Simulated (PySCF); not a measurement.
HBr₂ClGeO, SMILES [OH][Ge]([Cl])([Br])[Br], PBE0/def2-SVP optimised geometry.

```
6

O      1.06    -1.00     0.00
Ge    -0.69    -1.00     0.00
Cl    -1.43     1.00     0.00
Br    -1.32    -2.08    -1.90
Br    -1.51    -2.06     1.86
H      1.43    -0.60     0.79
```

Density from PySCF 2.14.0 with PBE0/def2-TZVP at that geometry.

Minimum of the electron density along straight lines between bonded atoms, close to the bond critical point (lines longer than 1.1 times the sum of covalent radii, or with two minima, are not listed):

```
bond     length / Å  ρ at the minimum / e bohr⁻³  ∇²ρ there / e bohr⁻⁵  position (fraction from the first atom)
-------  ----------  ---------------------------  --------------------  ---------------------------------------
O1–Ge2        1.752                        0.154                  0.70                                     0.53
Ge2–Cl3       2.141                          [?]                   [?]                                     0.43
Ge2–Br4       2.268                        0.102                  0.05                                     0.43
Ge2–Br5       2.287                        0.098                  0.05                                     0.43
O1–H6         0.966                          [?]                 -2.39                                     0.81
```

### Question
Fill in the missing entries.

### Answer

- Ge2–Cl3, ρ at the minimum / e bohr⁻³: 0.109
- Ge2–Cl3, ∇²ρ there / e bohr⁻⁵: 0.17
- O1–H6, ρ at the minimum / e bohr⁻³: 0.352
